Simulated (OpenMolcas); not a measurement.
**Mn V: CASPT2 settings compared**

```
Program             : OpenMolcas 26.06
Basis               : ANO-L-VQZP [7s6p4d3f2g]
Scalar Hamiltonian  : non-relativistic, point nucleus
Active space        : 3 electrons in 10 orbitals (3d 4d)
State averaging     : 2S+1 = 4 even, 10 roots; 2S+1 = 2 even, 28 roots kept (CI in the orbitals of an earlier block)
Spin-orbit coupling : RASSI with atomic mean-field integrals over the reference wave functions, term energies averaged over their components
```

Methods on the same reference wave functions:
A. CASSCF
B. SS-CASPT2, IPEA 0.75 Eh, imaginary shift 0.3 Eh (closed shells correlated: 2s 2p 3s 3p)
C. SS-CASPT2, IPEA 0.15 Eh, no level shift (closed shells correlated: 3s 3p)
D. SS-CASPT2, IPEA 0.6 Eh, sigma1 regulariser 0.5 Eh (closed shells correlated: 3s 3p)

Energies in cm⁻¹ above 3d³ ⁴F_3/2, the measured ground level; measured values from Corliss and Sugar, J. Phys. Chem. Ref. Data 6, 1253 (1977).

```csv
Level,A,B,C,D,Measured
3d³ ⁴F_3/2,0.0,0.0,0.0,0.0,0.0
3d³ ⁴F_5/2,376,378,378,378,359
3d³ ⁴F_7/2,887,890,891,890,835
3d³ ⁴F_9/2,1519,1521,1520,1520,1412
3d³ ⁴P_1/2,20205,17220,16990,17240,16434
3d³ ⁴P_3/2,20365,17370,17150,17390,16595
3d³ ²G_7/2,20563,18660,18060,18540,17892
3d³ ⁴P_5/2,20828,17840,17620,17860,17049
3d³ ²G_9/2,21088,19200,18600,19070,18399
3d³ ²H_9/2,27218,25880,25520,25800,24975
3d³ ²P_1/2,27247,23940,23360,23860,23082
3d³ ²P_3/2 [70 %],27355,23890,23310,23810,22919
3d³ ²H_11/2,27626,26300,25940,26220,25334
3d³ ²D_3/2 [71 %],29691,25790,25190,25710,24670
3d³ ²D_5/2,29971,25910,25300,25830,24630
```

Deviations, from unrounded energies. A percentage is the sum of absolute deviations over the sum of measured energies, with the sign that they share, or ± where signs differ.

```csv
Against measurement,Levels,A,B,C,D
mean absolute deviation (cm-1),14,2900,730,370,680
fine structure of the ground term (%),3,+6.7,+7.0,+7.0,+7.0
other terms of the ground configuration (%),11,+17.3,+4.3,+2.2,+4.0
```

C lies closest to measurement on these levels and A furthest from it. The largest miss of C in the table is 3d³ ²D_5/2, by +670 cm-1. The ranking rests on the paired levels alone, and a cruder setting can come out closer through cancelling errors.

Among B to D the level of the table that moves most is 3d³ ²D_5/2, by 610 cm-1 (lowest in C, highest in B). Moves below CASPT2's spread within the term are not significant.

The mean deviations of B to D differ by less than CASPT2's widest spread within a term (580 cm-1), so their order carries little weight.

From A to B the spin-free energies of the other terms of 3d³ shown, above ⁴F, scale by factors of 0.85 to 0.95, as is usual when dynamic correlation screens the repulsion within a d or f shell.

The lowest spin-free term lies below A's lowest term by 0.367 hartree in B, 0.328 hartree in C, 0.319 hartree in D.

CASPT2 breaks the degeneracy within a term, and the mean is taken; among the terms shown or strongly mixed into the levels shown the widest spread is 580 cm-1 (3d³ ⁴F, C). Terms from blocks run as CI alone lack orbitals of their own. Active for correlation alone: 4d; no level in the range computed is led by a configuration that fills it, so any true level of that kind is missing. Without dynamic correlation excited terms often stand tens of per cent too high (terms of higher spin than the ground term too low), and those without a measured partner can miss by more than the paired ones (holds for A). Some levels mix across a computed gap that differs much from the measured one, so their mixing is not that of the real levels (holds for A). Computed and measured levels are paired by configuration, term and J; levels that our copy of the source lacks, or whose pairing is in doubt (as where it misses far off the trend of its configuration), stay unpaired and out of the deviations. Levels of configurations outside the active space are missing.

A share in square brackets marks a mixed level and gives the weight of the term that names it, the lowest over the columns.
